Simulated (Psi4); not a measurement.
Torsional profile of SMILES [SiH3][SiH2]CBr (CH7BrSi2), singlet. Scanned: dihedral Si1–Si2–C3–Br4; all other coordinates were relaxed at B3LYP-D3(BJ)/def2-SVP. Points at φ and −φ are mirror images.

Geometry of the scan point at 180° (Å):
```
11

Si     1.7584     0.4758     0.0688
Si    -0.1300    -0.7017    -0.7055
C     -1.6394    -0.1758     0.3205
Br    -3.2698    -1.1159    -0.2622
H      1.5344     1.9470    -0.0624
H      2.9710     0.1014    -0.7174
H      2.0018     0.1616     1.5089
H     -0.3817    -0.3900    -2.1412
H      0.0785    -2.1695    -0.5506
H     -1.5094    -0.4085     1.3863
H     -1.8465     0.8986     0.2221
```

Level of theory: Psi4 1.11 with DF-MP2 (frozen core)/cc-pVTZ // B3LYP-D3(BJ)/def2-SVP.

Scanned values (°): -150, -120, -90, -60, -30, 0, 30, 60, 90, 120, 150, 180.

Question: Locate the minima and the barriers on this grid.

Answer: Lower than their neighbours: -60° (0.0 kcal/mol), 60° (0.0 kcal/mol), 180° (0.5 kcal/mol). Higher than their neighbours: -120° (3.1 kcal/mol), 0° (2.2 kcal/mol), 120° (3.1 kcal/mol). The whole profile spans 3.1 kcal/mol.
